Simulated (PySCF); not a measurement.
# One molecule, several mistakes: AlClGeH4N

All numbers below are calculated, not measured. They come from PySCF 2.14.0, an open-source quantum chemistry program, on an isolated molecule that a program drew, which may never have been made. The molecule is AlClGeH4N (charge 0, doublet), drawn as the SMILES string `[Cl][AlH][NH][GeH2]`.

Each row is a Hartree-Fock (HF) and frozen-core CCSD(T) single point in the cc-pV(D+d)Z basis, meant for a local HF minimum. Run 1 is clean. Each other run has one planted mistake out of seven kinds, and not every kind appears here: one electron removed, one electron added, multiplicity raised by two, geometry at a saddle point, minimal basis STO-3G, one bond length entered in bohr, all coordinates scaled. The reference is restricted for singlets and unrestricted otherwise, and also for a bond in bohr. Adding or removing an electron swaps singlet and doublet. Electrons count all cores. HOMO and LUMO are orbital energies over both spins, the gradient is its largest component, and the lowest frequency (negative if imaginary) is given only where the gradient is small. Bond lengths are over the 7 bonds as drawn. T1 is the CCSD diagnostic: over 0.02 (restricted) or 0.045 (unrestricted) a single reference is doubtful. Germanium has the cc-pVDZ-PP basis, with a core potential (ECP10MDF) in place of its 10 inner electrons, and its 3s, 3p and 3d shells are frozen in CCSD(T).

Geometry of the clean run:
```xyz
8
AlClGeH4N, angstrom
Cl   -2.8092    0.7440    0.2137
Al   -1.0327   -0.0140   -0.6528
N    -0.0421    1.0890   -1.6130
Ge    1.5270    0.7859   -2.5443
H    -0.6429   -1.5101   -0.4295
H    -0.3727    2.0343   -1.7236
H     2.5323    1.9170   -2.2497
H     2.0761   -0.5717   -2.0744
```

| run | electrons | basis functions | <S^2> | HOMO (eV) | LUMO (eV) | gradient (hartree/bohr) | lowest frequency (cm^-1) | mean bond (Å) | longest bond (Å) | T1 | HF (hartree) | CCSD(T) (hartree) | mistake |
|---|---|---|---|---|---|---|---|---|---|---|---|---|---|
| 1 | 73 | 103 | 0.755 | -8.60 | 1.14 | 1.7e-05 | 72 | 1.6260 | 2.117 | 0.0147 | -1051.67115 | -1052.18003 | no fault |
| 2 | 73 | 103 | 0.767 | -6.73 | 2.00 | 4.2e-05 | -1116 | 1.6140 | 2.115 | 0.0147 | -1051.64587 | -1052.15771 | geometry at a saddle point |
| 3 | 73 | 103 | 3.786 | -4.10 | -1.94 | 7.8e-02 | - | 1.6260 | 2.117 | 0.0200 | -1051.48071 | -1051.95629 | multiplicity raised by two |
| 4 | 73 | 103 | 1.759 | -8.36 | 0.27 | 1.4e-02 | - | 1.8246 | 2.952 | 0.0165 | -1051.54755 | -1052.03102 | one bond length entered in bohr |
| 5 | 72 | 103 | 0.000 | -15.72 | -6.82 | 8.9e-02 | - | 1.6260 | 2.117 | 0.0242 | -1051.38711 | -1051.90127 | ? |
| 6 | 73 | 103 | 0.757 | -8.81 | 0.83 | 3.6e-02 | - | 1.7008 | 2.214 | 0.0167 | -1051.65657 | -1052.17188 | ? |

**Which mistake was planted in run 5, and what did it cost?**

It counts 72 electrons, one fewer than the clean run, at the same geometry and basis. So the mistake is: one electron removed. Subtracting run 1 and multiplying by 627.51 kcal/mol a hartree, the energy moved by 178.2 kcal/mol in HF and 174.9 kcal/mol in CCSD(T).

**Which mistake was planted in run 6, and what did it cost?**

The mean and the longest bond both change by the same factor, 1.046, and the gradient is no longer small. So the mistake is: all coordinates scaled. Subtracting run 1 and multiplying by 627.51 kcal/mol a hartree, the energy moved by 9.1 kcal/mol in HF and 5.1 kcal/mol in CCSD(T).

Cautions from the logs. Run 5: T1 is over the limit, so its CCSD(T) energy is less reliable.
